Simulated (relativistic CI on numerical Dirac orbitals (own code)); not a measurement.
# Cr⁺: resonant inelastic scattering at the L2,3 edge

Computed with this model: Dirac-Coulomb-Breit CI, separate exchange-only KLI orbitals for each configuration, model QED (radiative potential, 1s self-energy scaled to tabulated hydrogen-like ionisation energies), Kramers-Heisenberg scattering through one core-hole configuration in a parametric crystal field, unscaled Slater integrals; configurations [Ar] 3d5 → [He] 2s2 2p5 3s2 3p6 3d6; 80 K; core-hole width 0.6 eV; summed over polarisations. Incident energies are the highest absorption maxima for each field (at most a few, so the weaker spin-orbit partner edge can be absent), on the computed scale of the free ion. Intensities are in per cent of the strongest line above 0.02 eV; levels within 1 cm⁻¹ are merged; final levels count from the ground level, the first row holds all elastic scattering, lines under 0.4 are left out and each table stops after 24 rows. The scale of the Slater integrals is a model choice and moves the terms in proportion.

Field parameters in Wybourne normalisation: Td as Oh with Dq negative (B⁴₀ = 21Dq, B⁴₄ = √(5/14) B⁴₀). The field is a parameter set, without covalency.

S is read from ⟨S²⟩ = S(S + 1).

Td, 10Dq = -1050 cm⁻¹:

```
Final level (eV)  Degeneracy  Irrep     S  575.9 eV  577.1 eV  586.4 eV
           0.000           6  Γ7+Γ8  2.50    2017.2     428.9     156.0
           3.106           2     Γ6  1.50       5.9       1.2       2.4
           3.106           4     Γ8  1.50       4.5       1.4       0.3
           3.107           2     Γ7  1.50       2.5       0.8       0.5
           3.107           4     Γ8  1.50       9.2       2.7       4.1
           3.130           6  Γ6+Γ8  1.50       4.6       2.3       3.3
           3.133           4     Γ8  1.50       7.1       2.4       3.9
           3.134           2     Γ7  1.50       1.5       1.6       0.4
           3.135           4     Γ8  1.50       2.3       0.8       0.9
           3.135           8         1.50      14.9       4.4       7.3
           3.637           6  Γ7+Γ8  1.50      52.6      19.0      29.7
           3.639           4     Γ8  1.50      36.8       6.8       0.3
           3.640           2     Γ6  1.50      23.1       2.7       0.2
           3.908           2     Γ7  1.50       8.7       5.5      51.0
           3.911           4     Γ8  1.50      17.4      14.8      70.9
           3.914           2     Γ6  1.50       2.4       2.9      12.7
           3.917           4     Γ8  1.50      15.0      21.8      10.5
           3.919           2     Γ6  1.50       7.4       5.9      40.3
           3.920           4     Γ8  1.50      18.0      19.1      47.8
           3.921           2     Γ7  1.50      13.9      10.6      15.0
           4.965           4     Γ8  0.51       1.0       0.8       0.4
           5.019           2     Γ7  0.51       0.4       0.4       0.3
           5.054           4     Γ8  0.52       0.6       0.4       0.4
           5.157           2     Γ6  0.50       0.3       0.8       0.2
```

Td, 10Dq = -2400 cm⁻¹:

```csv
Final level (eV),Degeneracy,Irrep,S,575.9 eV,577.2 eV,586.4 eV
0.000,6,Γ7+Γ8,2.50,2593.3,525.8,186.3
3.008,2,Γ6,1.50,10.3,1.6,2.9
3.009,4,Γ8,1.50,13.2,2.4,0.5
3.011,2,Γ7,1.50,6.3,3.2,1.3
3.011,4,Γ8,1.50,15.1,8.3,5.1
3.115,6,Γ6+Γ8,1.50,5.1,2.7,5.8
3.119,4,Γ8,1.50,9.1,3.1,7.1
3.121,2,Γ7,1.50,2.6,2.3,0.9
3.135,6,Γ7+Γ8,1.50,7.4,3.7,1.6
3.135,6,Γ6+Γ8,1.50,15.9,4.6,8.8
3.726,4,Γ8,1.50,33.1,20.1,25.6
3.726,2,Γ7,1.50,18.2,9.6,12.4
3.727,4,Γ8,1.50,37.1,10.4,1.6
3.729,2,Γ6,1.50,22.9,6.0,0.7
3.875,2,Γ7,1.50,10.4,8.0,60.6
3.883,4,Γ8,1.50,21.3,18.7,76.7
3.890,2,Γ6,1.50,2.8,5.5,21.6
3.893,4,Γ8,1.50,16.7,24.3,14.4
3.919,2,Γ6,1.50,8.9,9.4,40.0
3.920,4,Γ8,1.50,21.4,25.5,59.2
3.922,2,Γ7,1.50,17.7,13.3,19.2
4.290,4,Γ8,0.50,0.2,0.3,0.7
4.381,4,Γ8,0.50,0.0,0.1,0.6
4.843,4,Γ8,0.50,1.1,1.2,0.7
```

For the first field the strongest loss at the lowest incident energy is the level at 3.64 eV (S = 1.50, against 2.50 in the thermal ground state). Levels of other spin, the first over 8 % at 3.11 eV, appear because spin-orbit coupling of the core hole, and in heavier ions of the valence shell too, mixes spins.
